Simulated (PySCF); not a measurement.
**FeS: frontier orbitals**

PBE at R = 2.012 Å; Fe x2c-TZVPPall, S x2c-TZVPPall; spin-free X2C with a Gaussian nucleus (PySCF 2.14). State: ⁵Δ (quintet), unpaired electrons σ ↑, π ↑↑, δ ↑. Only the outer orbitals are listed, counted within each symmetry.

| spin | orbital | occ. | ε (eV) | on Fe (%) | main shells (%) |
| --- | --- | --- | --- | --- | --- |
| α | 10σ | 1 | -8.18 | 61 | 58 Fe d, 34 S p |
| α | 4π | 1 | -7.64 | 80 | 80 Fe d, 19 S p |
| α | 4π | 1 | -7.64 | 80 | 80 Fe d, 19 S p |
| α | 1δ | 1 | -6.87 | 100 | 100 Fe d |
| α | 11σ | 1 | -6.20 | 71 | 42 Fe s, 29 Fe d, 28 S p |
| α | 1δ | 1 | -5.87 | 100 | 100 Fe d |
| α | 5π | 1 | -5.18 | 28 | 72 S p, 19 Fe d, 8 Fe p |
| α | 5π | 1 | -5.18 | 28 | 72 S p, 19 Fe d, 8 Fe p |
| α | 12σ | 0 | -3.73 | 76 | 37 Fe s, 32 Fe p, 24 S p |
| α | 6π | 0 | -0.56 | 92 | 87 Fe p |
| α | 6π | 0 | -0.56 | 92 | 87 Fe p |
| β | 10σ | 1 | -7.17 | 27 | 69 S p, 19 Fe d |
| β | 4π | 1 | -5.93 | 35 | 64 S p, 32 Fe d |
| β | 4π | 1 | -5.93 | 35 | 64 S p, 32 Fe d |
| β | 1δ | 1 | -4.25 | 100 | 100 Fe d |
| β | 11σ | 0 | -4.07 | 95 | 52 Fe d, 42 Fe s |
| β | 5π | 0 | -3.36 | 71 | 65 Fe d, 29 S p |
| β | 5π | 0 | -3.36 | 71 | 65 Fe d, 29 S p |

Which are the highest filled and the lowest empty level, where do they sit, and how wide is the gap?

Highest filled β 1δ at -4.25 eV (in %: 100 Fe d); lowest empty β 11σ at -4.07 eV (in %: 52 Fe d, 42 Fe s); the gap at PBE is 0.18 eV.

```json
{
 "bond order (Mayer)": "2.29",
 "⟨S²⟩": "6.030",
 "charge on Fe (Mulliken, basis-dependent)": "0.40",
 "charge on Fe (Löwdin, basis-dependent)": "-0.14",
 "dipole moment (positive dipole means Fe(−)S(+))": "-4.45 D",
 "polarisability along the bond": "75.9 bohr³",
 "polarisability across the bond": "41.5 bohr³"
}
```

With d or f electrons several states lie close, and the lowest PBE0 determinant need not be the measured ground state.
